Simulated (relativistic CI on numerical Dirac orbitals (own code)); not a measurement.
Line list: Electric-dipole lines, Ar⁺

Method of calculation: Dirac-Coulomb-Breit CI, separate exchange-only KLI orbitals for each configuration, model QED (radiative potential, 1s self-energy scaled to tabulated hydrogen-like ionisation energies), valence Slater integrals scaled by 0.85, P86 correlation estimate, and configurations built on the next ion tied to the tabulated ionisation energy (semi-empirical) (own radial code, finite nucleus).

Configuration list (outside the closed core [Ne]): 3s²3p⁵, 3s3p⁶, 3s²3p⁴3d, 3s²3p⁴4s, 3s²3p⁴4p, 3s²3p⁴4d, 3s²3p⁴5s, 3s²3p⁴4f, 3s²3p³3d², 3s3p⁵3d, 3s²3p⁴5p, 3s²3p⁴5d, 3s²3p³4s², 3s²3p⁴5f, 3s²3p⁴5g, 3s²3p³3d4s, 3s²3p³4s4p, 3s²3p³3d4p, 3p⁵3d², 3s²3p³4p², 3s3p⁵4s. Levels of other configurations are missing.

```
λ vac (Å)                Lower                 Upper   A (s⁻¹)  log gf  S velocity/length
   716.08    3s²3p⁵ ²P°3/2 [1]   3s²3p⁴4s ²P1/2 [12]  1.16e+09   -0.75               0.80
   721.32    3s²3p⁵ ²P°3/2 [1]   3s²3p⁴4s ²P3/2 [11]  2.72e+09   -0.07               0.80
   723.42    3s²3p⁵ ²P°1/2 [2]   3s²3p⁴4s ²P1/2 [12]  2.08e+09   -0.49               0.81
   728.78    3s²3p⁵ ²P°1/2 [2]   3s²3p⁴4s ²P3/2 [11]  4.48e+08   -0.85               0.80
   736.21    3s²3p⁵ ²P°3/2 [1]    3s²3p⁴4s ⁴P3/2 [9]  6.05e+07   -1.71               0.80
   4415.3   3s²3p⁴4s ⁴P5/2 [8]  3s²3p⁴4p ⁴D°7/2 [33]  1.23e+08    0.46               0.77
   4650.4  3s²3p⁴4s ²D3/2 [22]  3s²3p⁴4p ²F°5/2 [46]  8.13e+07    0.20               0.68
   4655.5  3s²3p⁴4s ²D5/2 [23]  3s²3p⁴4p ²F°7/2 [47]  9.80e+07    0.41               0.69
   4856.6   3s²3p⁴4s ⁴P5/2 [8]  3s²3p⁴4p ⁴P°5/2 [28]  7.82e+07    0.22               0.89
   4900.7  3s²3p⁴4s ²P3/2 [11]  3s²3p⁴4p ²D°5/2 [37]  7.95e+07    0.24               0.86
```

Terms are leading LS components. Brackets give the number of a level in order of energy, since labels repeat. The list gives strong lines, with weight on those to low levels, without configurations that were not tied to measured data, among the lowest 221 of 845 levels, so that lines to higher ones, which can be the strongest, are missing, and without lines across small gaps between configurations, and without 173 lines that miss the measured interval by over 3.5 %, start from a term whose rates miss tabulated ones by over 60 %, have gauges far apart or, lacking measured levels, span too small a gap for the errors found; lines with a level outside our table were not tested and can miss by more. Levels whose partners in the same complex of configurations lie outside the list can be far off, and so can their lines. Rates are taken at the computed energies, electric ones in the length gauge. A velocity-to-length ratio far from 1 marks an uncertain rate.

Configurations that consist of the next ion and one excited electron were tied to the tabulated ionisation energy; Rydberg ones are usually within 1,000 to 3,000 cm⁻¹ and the lowest ones within about 6,000 (9,000 in d shells), while levels on excited terms of the next ion carry the error of that term, and the other configurations can be misplaced by 10,000 cm⁻¹ or more. Rates follow the energies as ν³ (E1, M1) or ν⁵ (E2), so rates, branching and lifetimes can be off by large factors. The fine structure of a lone outer electron comes out too small, for d and f at times inverted, and misplaced configurations move strength between like terms. 34 of the 34 excited levels that our extract of the measured tables holds in this range could be paired (the sources list more); they are missed by 1281 cm⁻¹ on average and 10771 at most, and levels without a partner can miss by more.

Problem. From the table, what is the radiative lifetime of 3s²3p⁴4s ²P1/2?

Solution. The listed rates from this level add up to about 3.23e+09 s⁻¹, 100 % of its decay; with all channels τ = 3.09e-10 s.

LS names give the leading component of a level, which can be under half, so a name can repeat, a term be missing and a line seem to break the LS rules.
